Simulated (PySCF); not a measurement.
## Ni (nickel, neutral) across methods

[Ar] 3d7 4s2 4p1, one real determinant (an excited configuration). All numbers are calculated (PySCF 2.14, no relativity, point nucleus, in aug-cc-pVTZ).

```json
{"method": "LDA", "E (hartree)": "-1505.266", "mean ε 4s α (eV)": "-8.482", "mean ε 4s β (eV)": "-7.400", "mean ε 4p α (eV)": "-3.043", "Σ⟨r²⟩ (bohr²)": "43.55", "⟨S²⟩": "6.003"}
{"method": "PBEsol", "E (hartree)": "-1506.424", "mean ε 4s α (eV)": "-8.308", "mean ε 4s β (eV)": "-7.144", "mean ε 4p α (eV)": "-3.018", "Σ⟨r²⟩ (bohr²)": "43.64", "⟨S²⟩": "6.004"}
{"method": "MN15", "E (hartree)": "-1508.136", "mean ε 4s α (eV)": "-9.830", "mean ε 4s β (eV)": "-8.820", "mean ε 4p α (eV)": "-4.093", "Σ⟨r²⟩ (bohr²)": "44.54", "⟨S²⟩": "6.005"}
{"method": "PBE0", "E (hartree)": "-1507.747", "mean ε 4s α (eV)": "-9.290", "mean ε 4s β (eV)": "-7.911", "mean ε 4p α (eV)": "-3.849", "Σ⟨r²⟩ (bohr²)": "43.64", "⟨S²⟩": "6.006"}
{"method": "UHF", "E (hartree)": "-1506.64399", "mean ε 4s α (eV)": "-11.580", "mean ε 4s β (eV)": "-9.345", "mean ε 4p α (eV)": "-5.676", "Σ⟨r²⟩ (bohr²)": "44.85", "⟨S²⟩": "6.010"}
{"method": "PBE", "E (hartree)": "-1507.710", "mean ε 4s α (eV)": "-8.281", "mean ε 4s β (eV)": "-7.144", "mean ε 4p α (eV)": "-3.043", "Σ⟨r²⟩ (bohr²)": "43.87", "⟨S²⟩": "6.004"}
{"method": "r2SCAN", "E (hartree)": "-1507.958", "mean ε 4s α (eV)": "-8.522", "mean ε 4s β (eV)": "-7.284", "mean ε 4p α (eV)": "-3.282", "Σ⟨r²⟩ (bohr²)": "43.34", "⟨S²⟩": "6.009"}
{"method": "M06-2X", "E (hartree)": "-1507.954", "mean ε 4s α (eV)": "-9.856", "mean ε 4s β (eV)": "-8.526", "mean ε 4p α (eV)": "-4.450", "Σ⟨r²⟩ (bohr²)": "44.19", "⟨S²⟩": "6.009"}
{"method": "revPBE", "E (hartree)": "-1507.859", "mean ε 4s α (eV)": "-8.218", "mean ε 4s β (eV)": "-7.053", "mean ε 4p α (eV)": "-3.040", "Σ⟨r²⟩ (bohr²)": "43.94", "⟨S²⟩": "6.005"}
```

⟨L²⟩ = 13.90 against 20 for a pure G term, so this real determinant mixes terms.
